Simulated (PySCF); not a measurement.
# Correlation energy of P²⁺ (phosphorus, charge +2)

[Ne] 3s1 3p1 3d1, one real determinant (an excited configuration). All numbers are calculated (PySCF 2.14, the spin-free X2C one-electron Hamiltonian (Gaussian nucleus), in aug-cc-pCVTZ-DK (8s7p5d3f, 75 functions)). Frozen: [Ne]; 3 electrons correlated.

```tsv
level	correlation energy (mhartree)
CCSD	-59.22
(T)	-10.56
CCSD(T)	-69.78
```

Diagnostics: T1 = 0.030, D1 = 0.0666, largest double amplitude 0.798.

The real determinant used has ⟨L²⟩ near 8 against 12 for a pure F term, so it mixes terms. The outer electron is Rydberg-like, and this basis confines it to a smaller radius and binds it less than a complete one would. A double-excitation amplitude exceeds 0.15, a sign of near-degeneracy.

Cost of the coupled-cluster step: roughly 2.1 core-seconds, for 3 correlated electrons.

Iterations:

```
CC2 = 0
CCSD nocc = (np.int64(3), np.int64(0)), nmo = (70, 70)
frozen orbitals [[0, 1, 2, 3, 4], [0, 1, 2, 3, 4]]
max_cycle = 100
direct = 0
conv_tol = 1e-08
conv_tol_normt = 1e-06
diis_space = 8
diis_start_cycle = 0
Init t2, MP2 energy = -0.0143486802433836
Init E_corr(UCCSD) = -0.0143486802502266
cycle = 1  E_corr(UCCSD) = -0.0199588673990885  dE = -0.00561018715  norm(t1,t2) = 0.0581082
cycle = 2  E_corr(UCCSD) = -0.0230202824163346  dE = -0.00306141502  norm(t1,t2) = 0.0513254
cycle = 3  E_corr(UCCSD) = -0.0276474759714793  dE = -0.00462719356  norm(t1,t2) = 0.0500043
cycle = 4  E_corr(UCCSD) = -0.0565223633863609  dE = -0.0288748874  norm(t1,t2) = 0.0488779
cycle = 5  E_corr(UCCSD) = -0.049658742486485  dE = 0.0068636209  norm(t1,t2) = 0.0114567
cycle = 6  E_corr(UCCSD) = -0.0594425059879573  dE = -0.0097837635  norm(t1,t2) = 0.0235276
cycle = 7  E_corr(UCCSD) = -0.0583438969865233  dE = 0.001098609  norm(t1,t2) = 0.00122642
cycle = 8  E_corr(UCCSD) = -0.059079230661525  dE = -0.000735333675  norm(t1,t2) = 0.00250141
cycle = 9  E_corr(UCCSD) = -0.059301680317114  dE = -0.000222449656  norm(t1,t2) = 0.000416967
cycle = 10  E_corr(UCCSD) = -0.0592203604285866  dE = 8.13198885e-05  norm(t1,t2) = 0.000224506
cycle = 11  E_corr(UCCSD) = -0.0592213337426162  dE = -9.7331403e-07  norm(t1,t2) = 9.39108e-06
cycle = 12  E_corr(UCCSD) = -0.0592229593731769  dE = -1.62563056e-06  norm(t1,t2) = 8.38162e-06
cycle = 13  E_corr(UCCSD) = -0.0592235946469927  dE = -6.35273816e-07  norm(t1,t2) = 2.06221e-06
cycle = 14  E_corr(UCCSD) = -0.0592234201681453  dE = 1.74478847e-07  norm(t1,t2) = 1.02892e-06
cycle = 15  E_corr(UCCSD) = -0.0592234220481074  dE = -1.87996211e-09  norm(t1,t2) = 7.26289e-08
UCCSD converged
E(UCCSD) = -339.7971578651786  E_corr = -0.05922342204810738
UCCSD(T) correction = -0.0105563580067514
```

The reference is one real determinant that mixes LS terms of this configuration.
